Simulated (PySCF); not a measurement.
Excitations are Tamm–Dancoff values on a coarser integration grid. The basis has no diffuse functions, so Rydberg states are missing or too high.

Z-matrix (Å, degrees):
```
Si
O 1 1.6160
H 2 0.9592 1 119.34
O 1 1.6160 2 109.77 3 -175.54
H 4 0.9592 1 119.31 2 64.00
O 1 1.6160 2 109.79 3 63.67
H 6 0.9592 1 119.32 2 -175.30
Cl 1 2.0580 2 109.17 3 -55.94
```
Charge 0, multiplicity 1.

Problem. Estimate the total energy, HOMO, HOMO–LUMO gap, S1 excitation (TDA) and T1 excitation (TDA) that M06-2X/def2-TZVP (PySCF 2.14.0) returns for this input.

Solution. 
The total energy is -26596.66 eV. The HOMO comes out as -10.57 eV and the HOMO–LUMO gap comes out as 11.60 eV. The S1 excitation (TDA) is 8.63 eV and the T1 excitation (TDA) is 8.28 eV.
